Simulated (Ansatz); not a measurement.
`O[SiH2][BH][ZnH]` + CH₄ → `C[SiH2][BH][ZnH]` + H₂O  (formal exchange of groups at the Si–O bond)

Gas-phase electronic energies from Ansatz, PBE0-D4/def2-TZVP geometries. CCSD(T)/CBS adds triple-zeta CCSD(T) − MP2 to the extrapolated MP2 energy (def2 sets, frozen cores). This one scheme is used for every species. Functionals use def2-TZVPP. B3LYP here is the variant with VWN-RPA as its local correlation; programs differ in this. For Zn outer-core shells are correlated without core-valence functions, which leaves a few kJ/mol of doubt a bond. Scalar relativity is left out up to krypton. One conformer a species, not always the lowest.

`O[SiH2][BH][ZnH]`:

Cartesian coordinates in Å:
```
O -1.739 0.147 -0.067
Si -0.441 0.469 0.919
B 1.226 -0.124 0.004
Zn 1.175 -0.988 -1.882
H -2.609 0.385 0.257
H -0.382 1.933 1.229
H -0.605 -0.236 2.230
H 2.250 0.048 0.606
H 1.125 -1.634 -3.296
```

CH₄:

Cartesian coordinates in Å:
```
C 0.000 0.000 0.000
H 0.758 0.780 -0.068
H -0.982 0.430 -0.193
H 0.016 -0.436 0.999
H 0.209 -0.774 -0.737
```

`C[SiH2][BH][ZnH]`:

Cartesian coordinates in Å:
```
C 1.062 1.178 -0.579
Si 0.034 0.628 0.893
B -0.787 -1.193 0.762
Zn -1.171 -2.205 -1.009
H 1.949 0.549 -0.691
H 1.398 2.211 -0.464
H 0.483 1.110 -1.504
H -1.186 1.500 0.993
H 0.817 0.844 2.147
H -1.155 -1.672 1.800
H -1.446 -2.950 -2.349
```

H₂O:

```xyz
3

O    -0.187    0.331    0.084
H     0.184    0.069   -0.761
H     0.003   -0.400    0.677
```

```
             level  ΔE (kcal/mol)  difference from CCSD(T)/CBS
         r2SCAN-D4           23.8                          0.9
           PBE0-D4           21.9                         -1.0
           ωB97X-V           24.0                          1.1
           ωB97M-V           23.8                          0.9
            B2PLYP           25.1                          2.2
               PBE           21.9                         -1.0
            r2SCAN           24.0                          1.1
             B3LYP           25.3                          2.4
     HF/def2-TZVPP           28.1                          5.2
    MP2/def2-TZVPP           23.8                          0.9
   CCSD/def2-TZVPP           24.0                          1.1
     HF/def2-QZVPP           28.1                          5.2
SCS-MP2/def2-QZVPP           24.5                          1.6
      HF/CBS(def2)           28.2                          5.3
     MP2/CBS(def2)           23.3                          0.4
    CCSD/CBS(def2)           23.5                          0.6
       CCSD(T)/CBS           22.9                            0
```

Largest T1 diagnostic among the species: 0.014.

In def2-TZVPP, CCSD(T) changes the Hartree–Fock value by −4.7 kcal/mol (the triples alone add −0.6 kcal/mol) and MP2 by −4.3 kcal/mol. The D4 term adds −0.8 kcal/mol with B3LYP and −0.5 kcal/mol with PBE0; it sums over pairs of atoms, weighted by their polarisabilities, and B3LYP, whose exchange is more repulsive, gets the larger term.
